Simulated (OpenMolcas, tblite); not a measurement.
How methods differ on CH4AlIn (SMILES [CH2]1[AlH][InH]1)

CH4AlIn: 7 atoms, total charge 0, spin state singlet. As SMILES, `[CH2]1[AlH][InH]1`. The coordinates come from a PBE0-D4/def2-TZVP relaxation.

```xyz
7

C    -0.6130    0.1324   -0.6574
Al   -0.4552    0.9151    1.0379
In    1.2293   -0.9244    0.5441
H    -0.8969   -0.9276   -0.7548
H    -0.8662    0.6353   -1.5930
H    -0.4876    2.3584    1.6890
H     2.0895   -2.1892   -0.2658
```

Quantity: the vertical electron affinity (to the doublet anion), in eV. The values are calculated.

The electron affinity is E(neutral) − E(anion): positive where the electron is bound.

```csv
level,kind,program,value (eV),CPU time (all runs)
IPEA1-xTB,semi-empirical,tblite,5.28,under 2 s
HF/def2-SVPD (core potential),Hartree–Fock,OpenMolcas,0.04,41 s
SVWN5/def2-SVPD (core potential),LDA,OpenMolcas,0.81,74 s
revPBE/def2-SVPD (core potential),GGA,OpenMolcas,0.61,1.8 min
r2SCAN/def2-SVPD (core potential),meta-GGA,OpenMolcas,0.74,2.6 min
PBE0/def2-SVPD (core potential),global hybrid,OpenMolcas,0.66,1.7 min
```

Spin-orbit coupling, which can split open shells on such heavy atoms by tenths of an eV, is left out. Where it was recorded, the anion's HOMO is positive in SVWN5/def2-SVPD, revPBE/def2-SVPD, r2SCAN/def2-SVPD, PBE0/def2-SVPD: a fault of the level (basis or self-interaction), which says nothing on whether the real anion is bound. The values span 0.04 to 5.28 eV. The xTB values lack the empirical shift that such differences need. CPU times are rough (shared hosts, several kinds of processor and program).
